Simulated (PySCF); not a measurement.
## Ionisation energy along the 12-electron series

Calculated with PySCF 2.14 and a two-component X2C-1e Hamiltonian (Gaussian nucleus, no Breit or QED terms), each ion in its own even-tempered basis scaled to its charge; GMP2 freezes 1s2 and drops the highest virtual spinors. Values in eV. NIST values: (m) measured, (s) semi-empirical, (t) theoretical.

| ion | configuration | GHF (screened spin-orbit) | GMP2 (screened spin-orbit) | NIST |
| --- | --- | --- | --- | --- |
| Mo³⁰⁺ | [Ne] 3s2 | 1724.4 | 1727.5 | 1730.1 ± 2.5 (s) |
| Tc³¹⁺ | [Ne] 3s2 | 1831.8 | 1835.0 | 1838 ± 3 (s) |
| Ru³²⁺ | [Ne] 3s2 | 1942.7 | 1945.9 | 1949 ± 3 (s) |

Between Z = 42 and Z = 44 the GMP2 (screened spin-orbit) value grows as Z to the power 2.56.
